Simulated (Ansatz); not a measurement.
Reaction (formal exchange of groups at the Si–Si bond): `O[SiH2][SiH3]` + `COCO` → `OCOC[SiH3]` + `O[SiH3]`

Gas-phase electronic energies from Ansatz, PBE0-D4/def2-TZVP geometries. CCSD(T)/CBS adds triple-zeta CCSD(T) − MP2 to the extrapolated MP2 energy (def2 sets, frozen cores). This one scheme is used for every species. DFT in def2-TZVPP. B3LYP here is the variant with VWN-RPA as its local correlation; programs differ in this. Each species was taken in one conformer, which may not be the lowest.

`O[SiH2][SiH3]`:

```xyz
9

O    -0.673   -1.857    0.625
Si   -0.260   -0.804   -0.582
Si    0.278    1.330    0.237
H    -0.025   -2.022    1.311
H     0.900   -1.313   -1.372
H    -1.444   -0.738   -1.473
H     0.693    2.216   -0.885
H     1.410    1.237    1.202
H    -0.879    1.950    0.937
```

`COCO`:

Z-matrix (Å, degrees):
```
C
O 1 1.410
H 1 1.090 2 107.2
H 1 1.098 2 110.9 3 118.9
H 1 1.094 2 111.6 3 -119.7
C 2 1.391 1 113.3 3 -179.1
O 6 1.398 2 113.5 1 -67.9
H 6 1.095 2 105.4 1 169.5
H 6 1.097 2 111.0 1 50.4
H 7 0.962 6 108.0 2 -64.4
```

`OCOC[SiH3]`:

Cartesian coordinates in Å:
```
O 1.293 -1.818 -0.863
C 1.272 -0.422 -0.841
O 1.015 0.103 0.424
C -0.309 -0.147 0.888
Si -1.531 1.186 0.316
H 2.019 -2.113 -0.305
H 2.235 0.006 -1.139
H 0.498 -0.133 -1.562
H -0.267 -0.139 1.981
H -0.638 -1.151 0.596
H -2.894 0.844 0.806
H -1.565 1.278 -1.168
H -1.128 2.506 0.864
```

`O[SiH3]`:

```xyz
6

O     0.295   -0.989   -0.760
Si    0.063    0.351    0.171
H    -0.388   -1.659   -0.757
H    -1.158    1.099   -0.237
H     1.262    1.197   -0.029
H    -0.075    0.002    1.612
```

```csv
level,ΔE (kJ/mol),difference from CCSD(T)/CBS
PBE-D4,26.9,11.5
r2SCAN-D4,20.9,5.5
PBE0-D4,25.3,9.9
B3LYP-D4,17.4,2.0
ωB97X-V,17.1,1.7
ωB97M-V,11.2,-4.2
B2PLYP,15.6,0.2
PBE,28.4,13.0
r2SCAN,21.5,6.1
PBE0,26.6,11.2
B3LYP,19.6,4.2
HF/def2-TZVPP,14.6,-0.8
MP2/def2-TZVPP,9.9,-5.5
SCS-MP2/def2-TZVPP,9.7,-5.7
CCSD/def2-TZVPP,15.4,0.0
CCSD(T)/def2-TZVPP,15.1,-0.3
HF/def2-QZVPP,14.2,-1.2
MP2/def2-QZVPP,10.0,-5.4
SCS-MP2/def2-QZVPP,9.9,-5.5
HF/CBS(def2),14.2,-1.2
MP2/CBS(def2),10.2,-5.2
CCSD/CBS(def2),15.7,0.3
CCSD(T)/CBS,15.4,0
```

Largest T1 diagnostic among the species: 0.012.
